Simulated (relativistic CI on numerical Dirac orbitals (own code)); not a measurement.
**Cu3+: resonant inelastic scattering at the L2,3 edge**

Computed with this model: Dirac-Coulomb-Breit CI, KLI orbitals optimised for each configuration, model QED, valence Slater integrals scaled by 0.7, Kramers-Heisenberg scattering through one core-hole configuration in a parametric crystal field; configurations [Ar] 3d8 → [He] 2s2 2p5 3s2 3p6 3d9; 300 K; core-hole width 0.4 eV; summed over polarisations. Incident energies are the highest absorption maxima for each field (at most a few, so the weaker spin-orbit partner edge can be absent), on the computed scale of the free ion. Intensities are in per cent of the strongest line above 0.02 eV; levels within 1 cm⁻¹ are merged; final levels count from the ground level, the first row holds all elastic scattering, lines under 0.4 are left out and each table stops after 24 rows. The scale of the Slater integrals is a model choice and moves the terms in proportion.

Field parameters in Wybourne normalisation: D3d B²₀ = −7Dσ, B⁴₀ = −14Dq − 21Dτ, B⁴₃ = −14√(10/7) Dq; Oh B⁴₀ = 21Dq, B⁴₄ = √(5/14) B⁴₀. The field is a parameter set, without covalency.

S is read from ⟨S²⟩ = S(S + 1).

Oh, 10Dq = 19750 cm⁻¹:

| Final level (eV) | Degeneracy | Irrep | S | 935.3 eV | 955.6 eV | 956.7 eV |
| --- | --- | --- | --- | --- | --- | --- |
| 0.000 | 3 | T2 | 1.00 | 214.8 | 23.6 | 27.6 |
| 1.925 | 2 | E | 0.11 | 11.8 | 4.6 | 18.5 |
| 2.424 | 3 | T1 | 1.00 | 71.8 | 5.9 | 17.9 |
| 2.441 | 2 | E | 0.96 | 26.3 | 4.3 | 11.4 |
| 2.485 | 3 | T2 | 1.00 | 100.0 | 30.2 | 14.0 |
| 2.516 | 1 | A2 | 1.00 | 19.2 | 2.8 | 0.1 |
| 3.370 | 1 | A1 | 0.43 | 2.1 | 0.3 | 6.6 |
| 3.622 | 3 | T1 | 1.00 | 6.9 | 19.3 | 0.7 |
| 3.674 | 1 | A1 | 0.78 | 2.8 | 1.1 | 32.1 |
| 3.680 | 3 | T2 | 1.00 | 33.2 | 11.4 | 0.3 |
| 3.696 | 2 | E | 0.99 | 29.3 | 6.4 | 7.8 |
| 4.364 | 3 | T2 | 0.03 | 8.2 | 8.1 | 8.7 |
| 4.966 | 3 | T1 | 0.01 | 0.7 | 3.8 | 41.4 |
| 5.667 | 2 | E | 1.00 | 8.0 | 0.2 | 2.6 |
| 5.670 | 1 | A1 | 1.00 | 0.0 | 0.1 | 1.6 |
| 5.677 | 3 | T1 | 1.00 | 4.5 | 4.8 | 0.3 |
| 5.680 | 3 | T2 | 0.99 | 9.4 | 2.2 | 0.2 |
| 7.076 | 2 | E | 0.00 | 2.0 | 0.0 | 1.0 |
| 7.111 | 3 | T2 | 0.01 | 0.9 | 0.5 | 1.4 |

D3d, 10Dq = 21900, Dσ = -130, Dτ = -500 cm⁻¹:

```csv
Final level (eV),Degeneracy,Irrep,S,935.4 eV,955.6 eV,956.7 eV
0.000,1,A1,1.00,315.0,32.5,36.1
0.000,2,E,1.00,32.9,5.2,7.1
1.923,2,E,0.12,11.3,6.7,28.7
2.353,2,E,1.00,77.0,12.4,18.0
2.355,1,A2,1.00,29.2,2.3,4.1
2.365,2,E,0.97,41.2,13.4,17.9
2.368,1,A1,1.00,61.3,13.8,7.2
2.651,2,E,0.99,100.0,22.4,16.2
2.653,1,A2,1.00,30.7,4.4,4.1
3.366,1,A1,0.42,3.7,0.9,11.8
3.570,1,A2,1.00,4.4,10.8,0.4
3.581,2,E,1.00,19.7,14.0,4.1
3.598,2,E,1.00,34.9,11.8,4.8
3.630,1,A1,0.80,5.4,4.7,39.1
3.998,2,E,0.99,32.4,14.2,5.6
4.004,1,A1,0.99,14.1,4.6,9.5
4.243,2,E,0.04,5.4,8.0,13.2
4.515,1,A1,0.04,2.3,4.3,4.9
5.012,2,E,0.02,1.4,4.2,38.5
5.151,1,A2,0.02,0.4,1.8,21.8
5.653,2,E,1.00,10.7,1.5,2.6
5.660,2,E,0.99,8.6,3.3,0.6
5.661,1,A1,0.99,1.5,0.5,1.6
5.666,1,A2,0.99,1.6,2.4,0.1
```

For the first field the strongest loss at the lowest incident energy is the level at 2.49 eV (S = 1.00, against 1.00 in the thermal ground state). Levels of other spin, the first over 8 % at 1.92 eV, appear because spin-orbit coupling of the core hole, and in heavier ions of the valence shell too, mixes spins.
